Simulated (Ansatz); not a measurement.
Consider the ligand exchange at the Si–O bond: `[SiH3]OB(O[SiH3])O[SiH3]` + `F[SiH2]N[SiH3]` → `F[SiH2]N([SiH3])[SiH3]` + `OB(O[SiH3])O[SiH3]`.

Isolated molecules relaxed with PBE0-D4/def2-TZVP in Ansatz; ΔE leaves out vibrations. CCSD(T)/CBS is the MP2 limit (def2-TZVPP, def2-QZVPP) plus CCSD(T) − MP2 in def2-TZVPP, frozen cores. This one scheme is used for every species. Functionals use def2-TZVPP. B3LYP here is the variant with VWN-RPA as its local correlation; programs differ in this. Each species was taken in one conformer, which may not be the lowest.

`[SiH3]OB(O[SiH3])O[SiH3]`:

Z-matrix (Å, degrees):
```
Si
O 1 1.655
H 1 1.484 2 110.4
H 1 1.484 2 110.4 3 -121.6
H 1 1.481 2 106.3 3 119.2
B 2 1.363 1 129.1 3 60.8
O 6 1.363 2 120.0 1 -0.0
O 6 1.363 2 120.0 1 180.0
Si 7 1.655 6 129.1 2 -180.0
Si 8 1.655 6 129.1 2 0.2
H 9 1.481 7 106.3 6 179.4
H 9 1.484 7 110.4 6 60.2
H 9 1.484 7 110.4 6 -61.4
H 10 1.481 8 106.3 6 180.0
H 10 1.484 8 110.4 6 60.8
H 10 1.484 8 110.4 6 -60.8
```

`F[SiH2]N[SiH3]`:

Z-matrix (Å, degrees):
```
Si
N 1 1.706
F 1 1.601 2 112.6
H 1 1.478 2 108.8 3 117.8
H 1 1.480 2 109.3 3 -117.5
Si 2 1.733 1 128.1 3 -87.6
H 2 1.011 1 115.6 3 85.3
H 6 1.487 2 110.9 1 -127.0
H 6 1.487 2 112.0 1 112.6
H 6 1.483 2 106.7 1 -7.3
```

`F[SiH2]N([SiH3])[SiH3]`:

Z-matrix (Å, degrees):
```
Si
N 1 1.713
F 1 1.599 2 111.2
H 1 1.482 2 108.1 3 117.5
H 1 1.479 2 111.1 3 -118.1
Si 2 1.743 1 121.3 3 75.7
Si 2 1.744 1 119.9 3 -101.8
H 6 1.486 2 110.4 1 126.0
H 6 1.485 2 111.2 1 -113.8
H 6 1.485 2 107.6 1 6.2
H 7 1.487 2 107.3 1 166.0
H 7 1.486 2 111.5 1 -74.8
H 7 1.485 2 110.6 1 46.2
```

`OB(O[SiH3])O[SiH3]`:

```xyz
13

O     2.710   -0.102    0.356
B     1.360   -0.059    0.191
O     0.797   -1.032   -0.572
Si   -0.557   -1.421   -1.405
O     0.643    0.942    0.793
Si   -0.924    1.330    1.099
H     3.021    0.609    0.920
H    -1.371   -2.379   -0.617
H    -1.364   -0.201   -1.683
H    -0.149   -2.042   -2.687
H    -1.422    2.273    0.067
H    -0.973    1.975    2.432
H    -1.771    0.107    1.106
```

(1) Is it downhill or uphill in electronic energy at CCSD(T)/CBS, and by how much? (Estimate.)

(2) What do these levels give: B3LYP-D4, ωB97X-V, ωB97M-V, B2PLYP, B3LYP, MP2/def2-QZVPP? (An estimate is asked.)

Largest T1 diagnostic among the species: 0.012.

## Answers

(1) The calculation gave: Uphill: ΔE = +48.8 kJ/mol.

(2) Computed: B3LYP-D4 50.6, ωB97X-V 49.7, ωB97M-V 48.1, B2PLYP 56.0, B3LYP 59.2, MP2/def2-QZVPP 48.1 kJ/mol.

In def2-TZVPP, CCSD(T) changes the Hartree–Fock value by −17.7 kJ/mol (the triples alone add −2.5 kJ/mol) and MP2 by −19.1 kJ/mol. The D4 term adds −8.6 kJ/mol with B3LYP and −4.2 kJ/mol with PBE0; it sums over pairs of atoms, weighted by their polarisabilities, and B3LYP, whose exchange is more repulsive, gets the larger term.
